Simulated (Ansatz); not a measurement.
GeH4S2Si (`[SiH3][GeH]1[S][S]1`). Charge 0, multiplicity 1. The structure was optimised at the PBE0-D4/def2-TZVP level.

```xyz
8

Si    0.462    1.290    0.013
Ge   -0.079   -0.989    0.368
S    -0.453   -2.141   -1.472
S    -2.111   -1.559   -0.258
H     0.054    2.083    1.200
H     1.927    1.421   -0.189
H    -0.284    1.712   -1.194
H     0.482   -1.816    1.532
```

Problem. What is the dipole moment at r2SCAN/def2-TZVPP? (Best estimate.)

Solution. Ansatz gave: 2.98 D, with components (1.75, 1.91, 1.48) D in this frame, pointing from negative to positive charge.

Problem. And with PBE, B3LYP, ωB97M-V? (Best estimate.)

Solution. The calculation gave: PBE 2.83 D, B3LYP 3.03 D, ωB97M-V 3.12 D.

Problem. Give the Mulliken charges with r2SCAN, PBE, ωB97M-V in def2-TZVPP. (An estimate is asked.)

Solution. Computed: 
| atom | r2SCAN | PBE | ωB97M-V |
| --- | --- | --- | --- |
| Si1 | 0.20 | 0.11 | 0.09 |
| Ge2 | 0.39 | 0.37 | 0.23 |
| S3 | -0.24 | -0.22 | -0.20 |
| S4 | -0.24 | -0.22 | -0.20 |
| H5 | -0.04 | -0.03 | 0.00 |
| H6 | -0.04 | -0.03 | 0.00 |
| H7 | -0.03 | -0.01 | 0.02 |
| H8 | 0.02 | 0.02 | 0.06 |

B3LYP here is the variant with VWN-RPA as its local correlation; programs differ in this.
